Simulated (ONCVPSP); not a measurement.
## carbon ONCV: all-electron and pseudo phase curves

* Element: C (Z = 6)
* Generator: ONCVPSP 4.0.1
* Type: optimised norm-conserving Vanderbilt (ONCV)
* Functional: LDA (Perdew-Wang 92)
* Relativity: scalar-relativistic
* Frozen core: [He]
* Valence charge: 4
* Reference configuration: 2s2 2p1.5 (charge +0.5)
* Partial waves: 2s: rc 1.20 bohr, ncon 4, nbas 8, qcut 4.5 1/bohr, 2 projectors, debl 2.8 Ha; 2p: rc 2.95 bohr, ncon 4, nbas 7, qcut 5.3 1/bohr, 2 projectors, debl 1.4 Ha
* Local potential: polynomial inside 1.05 bohr (lpopt 5, dvloc0 3 Ha)
* Core correction: none

The phase is arctan(r·R′/R) of the radial function R(r), unwrapped; energies in Ha, scanned from -2 to 5 Ha. A pole is an energy at which the radial function vanishes at the test radius. The pseudo phase is shifted by a multiple of π to meet the all-electron one at the reference energy, and phase errors are pseudo minus all-electron; the curves can meet again beyond the range given. Levels narrower than the energy grid can be missing from the lists of poles.

For each channel, where are the poles, and over which energies does the pseudopotential scatter like the atom?

| channel | radius (bohr) | reference energy (Ha) | poles, all-electron | poles, pseudo | unbroken range about the reference energy with phases within 0.05 rad | phase error 1 Ha above the reference energy (rad) |
| --- | --- | --- | --- | --- | --- | --- |
| s | 1.22 | -0.71 | 2.90 | 2.90 | the whole range | -0.000 |
| p | 3.00 | -0.40 | -0.31, 1.41, 4.28 | -0.31, 1.41, 4.80 | below 2.2 | +0.001 |

Phases in the s channel:

```json
{"E (Ha)": "-1.98", "all-electron": "0.252", "pseudo": "0.251"}
{"E (Ha)": "-1.80", "all-electron": "0.103", "pseudo": "0.103"}
{"E (Ha)": "-1.62", "all-electron": "-0.059", "pseudo": "-0.059"}
{"E (Ha)": "-1.44", "all-electron": "-0.226", "pseudo": "-0.227"}
{"E (Ha)": "-1.26", "all-electron": "-0.391", "pseudo": "-0.391"}
{"E (Ha)": "-1.08", "all-electron": "-0.544", "pseudo": "-0.544"}
{"E (Ha)": "-0.90", "all-electron": "-0.682", "pseudo": "-0.682"}
{"E (Ha)": "-0.72", "all-electron": "-0.802", "pseudo": "-0.802"}
{"E (Ha)": "-0.54", "all-electron": "-0.905", "pseudo": "-0.905"}
{"E (Ha)": "-0.36", "all-electron": "-0.993", "pseudo": "-0.993"}
{"E (Ha)": "-0.18", "all-electron": "-1.067", "pseudo": "-1.067"}
{"E (Ha)": "0.00", "all-electron": "-1.131", "pseudo": "-1.131"}
{"E (Ha)": "0.18", "all-electron": "-1.186", "pseudo": "-1.186"}
{"E (Ha)": "0.36", "all-electron": "-1.234", "pseudo": "-1.234"}
{"E (Ha)": "0.54", "all-electron": "-1.276", "pseudo": "-1.276"}
{"E (Ha)": "0.72", "all-electron": "-1.313", "pseudo": "-1.313"}
{"E (Ha)": "0.90", "all-electron": "-1.345", "pseudo": "-1.345"}
{"E (Ha)": "1.08", "all-electron": "-1.375", "pseudo": "-1.375"}
{"E (Ha)": "1.26", "all-electron": "-1.401", "pseudo": "-1.401"}
{"E (Ha)": "1.44", "all-electron": "-1.426", "pseudo": "-1.426"}
{"E (Ha)": "1.62", "all-electron": "-1.448", "pseudo": "-1.448"}
{"E (Ha)": "1.80", "all-electron": "-1.468", "pseudo": "-1.468"}
{"E (Ha)": "1.98", "all-electron": "-1.488", "pseudo": "-1.488"}
{"E (Ha)": "2.16", "all-electron": "-1.505", "pseudo": "-1.505"}
{"E (Ha)": "2.34", "all-electron": "-1.522", "pseudo": "-1.522"}
{"E (Ha)": "2.52", "all-electron": "-1.538", "pseudo": "-1.538"}
{"E (Ha)": "2.70", "all-electron": "-1.554", "pseudo": "-1.554"}
{"E (Ha)": "2.88", "all-electron": "-1.569", "pseudo": "-1.569"}
{"E (Ha)": "3.06", "all-electron": "-1.583", "pseudo": "-1.583"}
{"E (Ha)": "3.24", "all-electron": "-1.597", "pseudo": "-1.597"}
{"E (Ha)": "3.42", "all-electron": "-1.611", "pseudo": "-1.611"}
{"E (Ha)": "3.60", "all-electron": "-1.625", "pseudo": "-1.625"}
{"E (Ha)": "3.78", "all-electron": "-1.639", "pseudo": "-1.639"}
{"E (Ha)": "3.96", "all-electron": "-1.652", "pseudo": "-1.653"}
{"E (Ha)": "4.14", "all-electron": "-1.666", "pseudo": "-1.667"}
{"E (Ha)": "4.32", "all-electron": "-1.680", "pseudo": "-1.681"}
{"E (Ha)": "4.50", "all-electron": "-1.695", "pseudo": "-1.696"}
{"E (Ha)": "4.68", "all-electron": "-1.710", "pseudo": "-1.711"}
{"E (Ha)": "4.86", "all-electron": "-1.726", "pseudo": "-1.727"}
```
